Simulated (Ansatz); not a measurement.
Calculated with Ansatz (gas phase, PBE0-D4/def2-TZVP geometries, no zero-point term in ΔE). CCSD(T)/CBS adds triple-zeta CCSD(T) − MP2 to the extrapolated MP2 energy (def2 sets, frozen cores). This one scheme is used for every species. DFT in def2-TZVPP. B3LYP here is the variant with VWN-RPA as its local correlation; programs differ in this. One conformer a species, not always the lowest.

Consider the ligand exchange at the Si–N bond: `O[SiH2]N[SiH](O)Cl` + `[SiH3]P` → `O[SiH2]P[SiH3]` + `N[SiH](O)Cl`.

Q: Is it downhill or uphill in electronic energy at CCSD(T)/CBS, and by how much? (Estimate.)

A: Ansatz gave: Uphill: ΔE = +41.8 kJ/mol.

Q: What do these levels give: ωB97X-V, r2SCAN, B3LYP, CCSD/def2-TZVPP, HF/def2-QZVPP, SCS-MP2/def2-QZVPP? (Estimate.)

A: Ansatz gave: ωB97X-V 42.0, r2SCAN 37.0, B3LYP 42.1, CCSD/def2-TZVPP 47.5, HF/def2-QZVPP 56.3, SCS-MP2/def2-QZVPP 45.6 kJ/mol.

Largest T1 diagnostic among the species: 0.013.

From PBE to PBE0 (25 % exact exchange), in def2-TZVPP and without D4, ΔE moves by +4.8 kJ/mol. In def2-TZVPP, CCSD(T) changes the Hartree–Fock value by −10.3 kJ/mol (the triples alone add −2.3 kJ/mol) and MP2 by −12.0 kJ/mol.
